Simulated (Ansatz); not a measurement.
Isolated molecules relaxed with PBE0-D4/def2-TZVP in Ansatz; ΔE leaves out vibrations. CCSD(T)/CBS adds triple-zeta CCSD(T) − MP2 to the extrapolated MP2 energy (def2 sets, frozen cores). Functionals use def2-TZVPP. B3LYP here is the variant with VWN-RPA as its local correlation; programs differ in this. Elements past krypton have def2 core potentials. For Sn outer-core shells are correlated without core-valence functions, which leaves a few kJ/mol of doubt a bond.

`C#C[CH](F)[SnH3]` + `COC` → `C[O][SnH3]` + `C#CC(C)F`  (formal exchange of groups at the Sn–C bond)

```
             level  ΔE (kJ/mol)  difference from CCSD(T)/CBS
            PBE-D4        -85.3                         16.2
         r2SCAN-D4        -94.4                          7.1
           PBE0-D4        -89.3                         12.2
             B3LYP        -92.2                          9.3
     HF/def2-TZVPP       -105.4                         -3.9
SCS-MP2/def2-TZVPP       -100.8                          0.7
CCSD(T)/def2-TZVPP        -96.1                          5.4
    MP2/def2-QZVPP       -103.5                         -2.0
SCS-MP2/def2-QZVPP       -104.5                         -3.0
     MP2/CBS(def2)       -105.2                         -3.7
       CCSD(T)/CBS       -101.5                            0
```

Largest T1 diagnostic among the species: 0.013.

From PBE to PBE0 (25 % exact exchange), in def2-TZVPP and without D4, ΔE moves by −4.0 kJ/mol. In def2-TZVPP, CCSD(T) changes the Hartree–Fock value by +9.4 kJ/mol (the triples alone add +1.2 kJ/mol) and MP2 by +5.7 kJ/mol.
